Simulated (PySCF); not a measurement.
Excitation energy of C+ by level of theory

C+ [He] 2s2 2p1 (2P) → C+ [He] 2s1 2p2 (4P), as a difference of total energies. Computed with PySCF 2.14 in dyall-acv3z, with the spin-free X2C one-electron Hamiltonian (Gaussian nucleus). Correlated levels: valence: 1s2 frozen; virtual orbitals above 40 to 60 times the deepest correlated orbital energy dropped. The calculations carry no spin-orbit coupling.

**Question.** Order these methods by the excitation energy they give, lowest first.
A. CCSD (valence)
B. SCS-MP2 (valence)
C. MP2 (valence)
D. UHF

**Answer.** D (3.650 eV), C (4.758 eV), B (5.184 eV), A (5.288 eV).

Errors of the correlated levels include the incompleteness of this basis and the frozen core.

For comparison: 5.331 eV (measured; NIST levels, between the centres of gravity of the two terms).
